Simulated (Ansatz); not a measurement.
Consider the redistribution: `[SiH3][SiH2][GeH3]` + `F[Si](F)(F)S` → `S[SiH2][GeH3]` + `F[Si](F)(F)[SiH3]`.

Calculated with Ansatz (gas phase, PBE0-D4/def2-TZVP geometries, no zero-point term in ΔE). CCSD(T)/CBS is the MP2 limit (def2-TZVPP, def2-QZVPP) plus CCSD(T) − MP2 in def2-TZVPP, frozen cores. Functionals use def2-TZVPP. For Ge outer-core shells are correlated without core-valence functions, which leaves a few kJ/mol of doubt a bond. Scalar relativity is left out up to krypton. One conformer a species, not always the lowest.

CCSD(T)/CBS gives +3.8 kcal/mol.

Task: Another level gave +4.6 kcal/mol. Which?
A. r2SCAN-D4/def2-TZVPP
B. BLYP-D4/def2-TZVPP
C. B97M-V/def2-TZVPP
D. ωB97X-V/def2-TZVPP

Result: A. r2SCAN-D4 4.6, BLYP-D4 2.5, ωB97X-V 3.5, B97M-V 5.5 kcal/mol.

Largest T1 diagnostic among the species: 0.013.

From BLYP to BHLYP (50 % exact exchange), in def2-TZVPP and without D4, ΔE moves by +1.2 kcal/mol. In def2-TZVPP, CCSD(T) changes the Hartree–Fock value by +1.2 kcal/mol (the triples alone add +0.1 kcal/mol) and MP2 by +1.2 kcal/mol. At CCSD(T), def2-SVP lies +1.2 kcal/mol from the extrapolated value and def2-TZVPP +0.6 kcal/mol.
